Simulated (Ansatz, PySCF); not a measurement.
ClFH₅NSi₂. Atoms are numbered in the order given.

```xyz
10

N     -2.7374     0.6151     0.8395
Si    -1.5501    -0.4473     0.1592
Si     0.6751     0.2923     0.3030
F      0.8067     1.7293    -0.4541
Cl     1.8880    -1.0587    -0.6909
H     -2.8228     0.6921     1.8469
H     -2.9163     1.5090     0.3950
H     -1.8303    -0.6289    -1.2967
H     -1.6191    -1.7593     0.8713
H      1.2443     0.4849     1.6677
```
Charge 0, spin multiplicity 1.

Geometry optimised at PBE0-D3(BJ)/def2-SVP. The structure was generated by enumeration; whether it is a known compound was not checked. Other conformers were not sampled.

Vertical ionisation energy (IE) and electron affinity (EA) in eV. Rows of orbital energies are one-electron estimates. Where ΔSCF, EOM or ADC give a negative EA the extra electron is unbound and the value depends on the basis.

| level | IE | EA |
|---|---|---|
| −ε(HOMO), −ε(LUMO), B3LYP/def2-TZVP (PySCF) | 7.11 | 0.90 |
| −ε(HOMO), −ε(LUMO), PBE/def2-TZVP (PySCF) | 6.03 | 1.53 |
| ΔSCF, PBE0/def2-SVPD (Ansatz), final states of multiplicity 2 and 2 | 9.29 | -0.69 |
| ΔSCF, PBE/def2-SVPD (Ansatz), final states of multiplicity 2 and 2 | 8.93 | -0.53 |

### Question
What vertical singlet–triplet gap does ΔSCF give with PBE0/def2-SVPD (Ansatz, an electronic-structure program) and with PBE/def2-SVPD (Ansatz)? (An estimate is asked for; the answer gives what the named calculation found.)

### Answer
4.79 and 4.37 eV (triplet above singlet where positive).
